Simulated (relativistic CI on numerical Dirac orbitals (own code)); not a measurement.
A reference radial Dirac CI calculation of Ru I gave the lowest total energy -4524.59188 Ha in 13 SCF steps, from this input:

```
atom Ru  Z=44  charge=0  electrons=44
nucleus A=102  rms_radius_fm=4.4809
hamiltonian dirac-coulomb  breit=on  qed=on  c_scale=1
orbitals kli  potential=per-configuration
slater_scale 1
correlation none
mixing on
grid step=0.0125 r_max=201.2
scf mixing=0.4 start=green max_iterations=150 tolerance=2e-08 node_fill=0.05
configurations
  [Kr] 4d7 5s
end
```

One setting was then changed, and the output read:

```
SCF 1: [Kr] 4d7 5s
 iter      energy (Ha)   residual   last orbital (Ha)
    1     -4526.570296   9.06e-01     -0.29401
    2     -4528.884174   3.16e-01     -0.23107
    3     -4529.146717   1.94e-01     -0.27046
    4     -4529.217930   9.37e-02     -0.26148
    5     -4529.230314   1.90e-02     -0.24423
    6     -4529.230454   4.10e-03     -0.23203
    7     -4529.230411   1.61e-03     -0.22916
    8     -4529.230432   8.58e-04     -0.22788
    9     -4529.230421   9.30e-05     -0.22698
   10     -4529.230422   1.14e-04     -0.22699
   11     -4529.230420   4.44e-07     -0.22685
   12     -4529.230420   1.83e-07     -0.22685
   13     -4529.230420   1.30e-08     -0.22685
orbital energies (Ha): 3d3/2 -10.2650  3d5/2 -10.1064  4s -2.8694  4p1/2 -1.8588  4p3/2 -1.7379  4d3/2 -0.2775  4d5/2 -0.2660  5s -0.2268
configuration averages (Ha): Dirac-Coulomb, Breit, QED
  4d7 5s                       -4529.230420    2.844623    1.901031
levels: no., configuration, term, J, E (cm-1), weight
   1 4d7 5s                 5F   5                0.0  0.99
   2 4d7 5s                 5F   4             1132.4  0.99
   3 4d7 5s                 5F   3             1991.0  0.99
   4 4d7 5s                 5F   2             2600.9  0.99
   5 4d7 5s                 5F   1             2991.6  0.99
   6 4d7 5s                 3F   4            11380.5  0.96
   7 4d7 5s                 5P   3            12259.3  0.98
   8 4d7 5s                 5P   2            12579.6  0.94
   9 4d7 5s                 3F   3            12854.6  0.96
  10 4d7 5s                 5P   1            13173.7  0.97
  11 4d7 5s                 3F   2            13822.1  0.98
  12 4d7 5s                 3G   5            15353.4  0.94
  13 4d7 5s                 3G   4            16056.1  0.91
  14 4d7 5s                 3G   3            16796.1  0.98
lowest total energy -4524.577322 Ha
end: converged
```

Which setting was changed?
A. nuclear radius
B. charge
C. start potential
D. SCF mixing

A. The nuclear radius 4.929 fm.
